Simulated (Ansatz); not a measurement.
The cluster B₅N₄⁺. Charge 1, multiplicity 1. Geometry r2SCAN-D4/def2-SVP; atoms count from 1.

```xyz
9

B     0.005   -0.005   -0.005
B    -0.898    3.035   -4.156
B     0.885   -3.023    4.167
B     0.445   -1.515    2.077
B    -0.442    1.513   -2.079
N    -0.218    0.759   -1.051
N     0.228   -0.768    1.042
N     0.670   -2.288    3.148
N    -0.675    2.293   -3.143
```

The restricted singlet is unstable towards broken spin symmetry in Hartree–Fock (as tested in another run); at PBE0-D4/def2-TZVP this wasn't settled. Another isomer (singlet) lies 4.64 eV lower at PBE0-D4/def2-TZVP; other spin states weren't run for this one.

(1) Estimate the Mulliken populations from the PBE0/def2-TZVP orbitals of Ansatz.

(2) And the Mayer bond orders between bonded heavy atoms (over 0.3)?

Answers

(1) 
```csv
atom,charge (e)
B1,-0.35
B2,0.15
B3,0.15
B4,-0.20
B5,-0.20
N6,0.51
N7,0.51
N8,0.22
N9,0.22
```
Mulliken values and Mayer orders depend strongly on the basis.

(2) B1–N6 1.64 (1.31 Å); B1–N7 1.64 (1.31 Å); B2–N9 2.14 (1.27 Å); B3–N8 2.14 (1.27 Å); B4–N7 1.89 (1.30 Å); B4–N8 1.44 (1.34 Å); B5–N6 1.89 (1.30 Å); B5–N9 1.44 (1.34 Å). Values over 0.3 also appear between atoms too far apart for a bond (B2–B3 0.80 at 10.45 Å); they arise where an orbital or an unpaired electron spreads over both atoms.
